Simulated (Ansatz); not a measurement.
Ansatz (a quantum-chemistry and plane-wave program) input (B3LYP/6-31G* with LANL2DZ past Ar): The .json file joins the Basis Set Exchange's 6-31G* for atoms up to Ar and LANL2DZ past it.

Ansatz 0.2 input:
```yaml
crystal:
  periodic: [false, false, false]
  atoms:
    - {symbol: Cd, position_ang: [-0.00000000, -0.00000000, -0.57994314]}
    - {symbol: S, position_ang: [0.00000000, 0.00000000, 1.73982942]}
basis:
  gaussian:
    orbitals: 6-31Gs+LANL2DZ.json
hamiltonian:
  xc: {name: B3LYP}
phonons: {temperatures: {t_min: 298.15, t_max: 298.15, t_step: 100}}
```

Output:

```
WARN ansatz: RAYON_NUM_THREADS=1 ignored (pool sized by the plan → 1); use --threads N
Functional definition: B3LYP
integrals: 0.01 GiB planned
464 factors; integrals over basis functions are off by at most 3.7e-4 eV
mean field: 0.09 GiB planned
mean field evaluation 1: about -12136.1880 eV, gradient 3.3e1 eV
mean field evaluation 2: about -12044.2263 eV, gradient 1.1e2 eV
mean field evaluation 4: about -12141.7248 eV, gradient 8.2e0 eV
mean field evaluation 8: about -12142.0552 eV, gradient 1.8e-1 eV
mean field -12142.05536356 eV, -446.2123044300 hartree, gradient 6.1e-5 eV, S^2 0.000000; 0 other end points of the search recorded, 0 dependent functions left out
the calculation of the forces begins
reference -12142.05554778 eV, -446.2123111999 hartree; 14, 14 occupied and 23, 23 virtual orbitals, 464 factors
these checks for a lower state are left out or cut short: stability, starts, cluster_reference, orbital_swaps, neighbouring_geometries, increment
integrals: 0.01 GiB planned
464 factors; integrals over basis functions are off by at most 3.7e-4 eV
mean field: 0.09 GiB planned
mean field evaluation 16: about -12142.0502 eV, gradient 4.7e-2 eV
mean field -12142.05536356 eV, -446.2123044300 hartree, gradient 2.0e-6 eV, S^2 0.000000; 0 other end points of the search recorded, 0 dependent functions left out
the calculation of the forces begins
reference -12142.05554778 eV, -446.2123111999 hartree; 14, 14 occupied and 23, 23 virtual orbitals, 464 factors
these checks for a lower state are left out or cut short: stability, starts, cluster_reference, orbital_swaps, neighbouring_geometries, increment
integrals: 0.01 GiB planned
464 factors; integrals over basis functions are off by at most 3.7e-4 eV
mean field: 0.09 GiB planned
mean field -12142.05536356 eV, -446.2123044300 hartree, gradient 2.0e-6 eV, S^2 0.000000; 0 other end points of the search recorded, 0 dependent functions left out
the calculation of the forces begins
reference -12142.05554778 eV, -446.2123111999 hartree; 14, 14 occupied and 23, 23 virtual orbitals, 464 factors
these checks for a lower state are left out or cut short: stability, starts, cluster_reference, orbital_swaps, neighbouring_geometries, increment
integrals: 0.01 GiB planned
464 factors; integrals over basis functions are off by at most 3.7e-4 eV
mean field: 0.09 GiB planned
mean field evaluation 32: about -12142.0554 eV, gradient 6.9e-6 eV
mean field -12142.05536356 eV, -446.2123044300 hartree, gradient 2.0e-6 eV, S^2 0.000000; 0 other end points of the search recorded, 0 dependent functions left out
the calculation of the forces begins
reference -12142.05554778 eV, -446.2123111999 hartree; 14, 14 occupied and 23, 23 virtual orbitals, 464 factors
these checks for a lower state are left out or cut short: stability, starts, cluster_reference, orbital_swaps, neighbouring_geometries, increment
integrals: 0.01 GiB planned
464 factors; integrals over basis functions are off by at most 3.7e-4 eV
mean field: 0.09 GiB planned
mean field -12142.05536356 eV, -446.2123044300 hartree, gradient 2.0e-6 eV, S^2 0.000000; 0 other end points of the search recorded, 0 dependent functions left out
the calculation of the forces begins
reference -12142.05554778 eV, -446.2123111999 hartree; 14, 14 occupied and 23, 23 virtual orbitals, 464 factors
these checks for a lower state are left out or cut short: stability, starts, cluster_reference, orbital_swaps, neighbouring_geometries, increment
integrals: 0.01 GiB planned
464 factors; integrals over basis functions are off by at most 3.7e-4 eV
mean field: 0.09 GiB planned
mean field -12142.05532905 eV, -446.2123031620 hartree, gradient 1.4e-6 eV, S^2 0.000000; 0 other end points of the search recorded, 0 dependent functions left out
the calculation of the forces begins
reference -12142.05551324 eV, -446.2123099309 hartree; 14, 14 occupied and 23, 23 virtual orbitals, 464 factors
these checks for a lower state are left out or cut short: stability, starts, cluster_reference, orbital_swaps, neighbouring_geometries, increment
integrals: 0.01 GiB planned
464 factors; integrals over basis functions are off by at most 3.7e-4 eV
mean field: 0.09 GiB planned
mean field -12142.05532944 eV, -446.2123031762 hartree, gradient 1.4e-6 eV, S^2 0.000000; 0 other end points of the search recorded, 0 dependent functions left out
the calculation of the forces begins
reference -12142.05551369 eV, -446.2123099472 hartree; 14, 14 occupied and 23, 23 virtual orbitals, 464 factors
these checks for a lower state are left out or cut short: stability, starts, cluster_reference, orbital_swaps, neighbouring_geometries, increment
integrals: 0.01 GiB planned
464 factors; integrals over basis functions are off by at most 3.7e-4 eV
mean field: 0.09 GiB planned
mean field evaluation 64: about -12142.0554 eV, gradient 2.0e-6 eV
mean field -12142.05536356 eV, -446.2123044300 hartree, gradient 2.0e-6 eV, S^2 0.000000; 0 other end points of the search recorded, 0 dependent functions left out
the calculation of the forces begins
reference -12142.05554778 eV, -446.2123111999 hartree; 14, 14 occupied and 23, 23 virtual orbitals, 464 factors
these checks for a lower state are left out or cut short: stability, starts, cluster_reference, orbital_swaps, neighbouring_geometries, increment
integrals: 0.01 GiB planned
464 factors; integrals over basis functions are off by at most 3.7e-4 eV
mean field: 0.09 GiB planned
mean field -12142.05536356 eV, -446.2123044300 hartree, gradient 2.0e-6 eV, S^2 0.000000; 0 other end points of the search recorded, 0 dependent functions left out
the calculation of the forces begins
reference -12142.05554778 eV, -446.2123111999 hartree; 14, 14 occupied and 23, 23 virtual orbitals, 464 factors
these checks for a lower state are left out or cut short: stability, starts, cluster_reference, orbital_swaps, neighbouring_geometries, increment
integrals: 0.01 GiB planned
464 factors; integrals over basis functions are off by at most 3.7e-4 eV
mean field: 0.09 GiB planned
mean field -12142.05536356 eV, -446.2123044300 hartree, gradient 2.0e-6 eV, S^2 0.000000; 0 other end points of the search recorded, 0 dependent functions left out
the calculation of the forces begins
reference -12142.05554778 eV, -446.2123111999 hartree; 14, 14 occupied and 23, 23 virtual orbitals, 464 factors
these checks for a lower state are left out or cut short: stability, starts, cluster_reference, orbital_swaps, neighbouring_geometries, increment
integrals: 0.01 GiB planned
464 factors; integrals over basis functions are off by at most 3.7e-4 eV
mean field: 0.09 GiB planned
mean field -12142.05536356 eV, -446.2123044300 hartree, gradient 2.0e-6 eV, S^2 0.000000; 0 other end points of the search recorded, 0 dependent functions left out
the calculation of the forces begins
reference -12142.05554778 eV, -446.2123111999 hartree; 14, 14 occupied and 23, 23 virtual orbitals, 464 factors
these checks for a lower state are left out or cut short: stability, starts, cluster_reference, orbital_swaps, neighbouring_geometries, increment
integrals: 0.01 GiB planned
464 factors; integrals over basis functions are off by at most 3.7e-4 eV
mean field: 0.09 GiB planned
mean field -12142.05532944 eV, -446.2123031762 hartree, gradient 1.4e-6 eV, S^2 0.000000; 0 other end points of the search recorded, 0 dependent functions left out
the calculation of the forces begins
reference -12142.05551369 eV, -446.2123099472 hartree; 14, 14 occupied and 23, 23 virtual orbitals, 464 factors
these checks for a lower state are left out or cut short: stability, starts, cluster_reference, orbital_swaps, neighbouring_geometries, increment
integrals: 0.01 GiB planned
464 factors; integrals over basis functions are off by at most 3.7e-4 eV
mean field: 0.09 GiB planned
mean field evaluation 96: about -12142.0553 eV, gradient 3.1e-5 eV
mean field -12142.05532905 eV, -446.2123031620 hartree, gradient 1.4e-6 eV, S^2 0.000000; 0 other end points of the search recorded, 0 dependent functions left out
the calculation of the forces begins
reference -12142.05551324 eV, -446.2123099309 hartree; 14, 14 occupied and 23, 23 virtual orbitals, 464 factors
Total energy: -12142.05554778 eV, -446.2123111999 hartree
Atom 0 at    -0.000000    -0.000000    -0.579943 Å, force     0.000000    -0.000000    -0.000032 eV/Å
Atom 1 at     0.000000     0.000000     1.739829 Å, force    -0.000000    -0.000000     0.000032 eV/Å
Dipole moment:     0.000000     0.000000    -1.269499 e Å
Vibrations: 345.95 cm⁻¹, zero-point energy 0.021446 eV
```

The blocks after the first are displaced geometries, from whose forces the wavenumbers follow.
